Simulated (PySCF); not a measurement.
An unknown is described by computed data only.

Formula: C3H4ClFOS.

- 13C NMR: chemical shifts (computed TMS as zero) by class: 180.7 (1 C), 117.7 (1 C), 42.8 (1 C) ppm [GIAO PBE0/pcSseg-1]
- UV, strongest line: among the 8 lowest singlet transitions: S4 at 6.29 eV (197 nm, f = 0.210) [TDDFT CAM-B3LYP/def2-SVPD]
- Triplet: lowest triplet excitation (Tamm–Dancoff): 3.92 eV [TDA CAM-B3LYP/def2-SVPD]
- NMR, other nuclei: isotropic shieldings of nuclei other than C and H, by class: 277 (1 O), 301 (1 F), 164 (1 S), 813 (1 Cl) ppm [GIAO PBE0/pcSseg-1]
- Dipole: 3.73 D [CAM-B3LYP/def2-SVPD]
- Rotational structure: rotational constants A, B, C: 2.691, 1.214, 1.033 GHz [GFN2-xTB]

The electronic properties come from PySCF, for the isolated species, density fitting. Levels stand in brackets. Geometry: GFN2-xTB, one conformer, isolated molecule. Each NMR value is the plain mean over a class of atoms that symmetry, rotation or inversion makes alike.

**Question.** Propose a structure and show how it fits.

**Answer.** Numbering: `[CH3:1][S@:2](=[O:3])/[C:4]([F:5])=[CH:6]\[Cl:7]`. 3 carbons fall into 3 classes; from least to most shielded: vinylic C–F carbon [C4] (180.7 ppm), vinylic C–Cl carbon [C6] (117.7 ppm), S-methyl carbon [C1] (42.8 ppm). The other shieldings belong to: 277 ppm, sulfinyl oxygen [O3]; 301 ppm, vinyl fluorine [F5]; 164 ppm, sulfinyl sulfur [S2]; 813 ppm, vinyl chlorine [Cl7]. The optimised geometry has point group C1 and is an asymmetric top. Structure: `C[S@](=O)/C(F)=C\Cl`. The assignments are read from this structure; whether some other isomer fits the data as well wasn't checked. The mirror image fits equally.

Shape of the structure used: `[CH3:1][S@:2](=[O:3])/[C:4]([F:5])=[CH:6]\[Cl:7]`: C1–S2–C4–F5 59°.
